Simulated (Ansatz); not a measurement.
Relaxation of BH5O3S (10 atoms, charge 0, multiplicity 1), to a largest force component of 0.03 eV/Å in at most 50 steps.

These are results of RKS PBE-D4/def2-mTZVP in Ansatz, not measurements.

```xyz
10
Properties=species:S:1:pos:R:3:forces:R:3
B 0.016 -0.418 0.298 -0.09 -0.31 0.24
O -0.315 -0.631 1.641 0.08 -0.04 -0.31
H -1.251 -0.855 1.779 0.00 0.02 -0.01
O 1.362 -0.280 0.042 0.01 -0.04 0.01
H 1.519 -0.158 -0.911 0.00 0.03 0.00
O -0.864 -0.434 -0.769 -0.01 0.00 -0.02
H -1.806 -0.365 -0.536 0.02 -0.01 0.01
S -0.085 2.568 1.123 -0.01 -0.07 0.38
H 1.186 2.270 0.736 -0.01 -0.01 0.00
H -0.080 1.532 2.041 0.01 0.42 -0.30
```

Where does it end, and by what steps?

The run converged. The force dipped under the threshold on the way, but the program's further checks kept it going. After 19 steps the energy has fallen by 0.089 eV; S8 moved furthest, 1.06 Å.

| step | energy less start (eV) | largest force component (eV/Å) | accepted |
| --- | --- | --- | --- |
| 0 | 0.0000 | 0.420 | yes |
| 1 | -0.0550 | 0.279 | yes |
| 2 | -0.0288 | 0.826 | no |
| 3 | -0.0664 | 0.095 | yes |
| 4 | -0.0690 | 0.089 | yes |
| 5 | -0.0730 | 0.110 | yes |
| 6 | -0.0741 | 0.404 | yes |
| 7 | -0.0721 | 0.192 | no |
| 8 | -0.0802 | 0.129 | yes |
| 9 | -0.0818 | 0.086 | yes |
| 10 | -0.0834 | 0.191 | yes |
| 11 | -0.0846 | 0.105 | yes |
| 12 | -0.0860 | 0.049 | yes |
| 13 | -0.0868 | 0.072 | yes |
| 14 | -0.0873 | 0.086 | yes |
| 15 | -0.0876 | 0.057 | yes |
| 16 | -0.0881 | 0.030 | yes |
| 17 | -0.0883 | 0.076 | yes |
| 18 | -0.0884 | 0.046 | yes |
| 19 | -0.0885 | 0.006 | yes |

```xyz
10
Properties=species:S:1:pos:R:3
B -0.125 -0.466 0.144
O -0.558 -0.352 1.452
H -1.439 -0.726 1.624
O 1.124 0.054 -0.112
H 1.365 -0.053 -1.049
O -0.822 -1.042 -0.905
H -1.706 -1.383 -0.689
S 0.622 3.032 1.762
H 1.246 2.192 0.888
H -0.025 1.976 2.329
```

Whether the end is a true minimum wasn't checked by a vibrational analysis.

The run took 23 s on 4 threads of Arm Neoverse V2 (shared host), peak memory 0.16 GiB.
